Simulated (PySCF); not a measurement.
Fe(OH)2 (quintet). Method: UPBE/[Fe def2-SVP, O def2-SVP, H def2-SVP], no relativity, density fitting, PySCF.

Harmonic bands of its minimum:

```csv
ω (cm⁻¹),IR (km/mol)
99,1.1
123,203
131,7.5
477,335
481,14.9
629,0.2
762,153
3764,3.3
3765,126
```

Question: The central atom is Fe. Infer the point group and assign the bands.

Answer: C2. The modes span 5a + 4b: 99 a, 123 a, 131 b, 477 b, 481 a, 629 a, 762 b, 3764 a, 3765 b. The computed geometry has Fe–O 1.775 Å (×2), O–H 0.972 Å (×2); Fe–O–H 124.7° (×2), O–Fe–O 176.4°.

This need not be the most stable arrangement of these atoms. Open d and f shells are described by one determinant, and the ground state may have another occupation or spin.
